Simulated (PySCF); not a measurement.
# Si⁺: ionisation energy

Si⁺ [Ne] 3s2 3p1 (2P) → Si²⁺ [Ne] 3s2 (1S), as a difference of total energies. Computed with PySCF 2.14 in def2-QZVPPD (10s6p5d2f1g, 76 functions), with the non-relativistic Hamiltonian (point nucleus). Correlated levels: valence and next inner shell: 1s2 frozen. The calculations carry no spin-orbit coupling.

Task: Order these methods by the ionisation energy they give, lowest first.
A. CCSD(T) (valence and next inner shell)
B. UHF
C. SCS-MP2 (valence and next inner shell)
D. CCSD (valence and next inner shell)

Result: B (15.846 eV), C (16.125 eV), D (16.242 eV), A (16.269 eV).

Errors of the correlated levels include the incompleteness of this basis and the frozen core.

For comparison: 16.322 eV (measured; NIST levels, between the centres of gravity of the two terms).
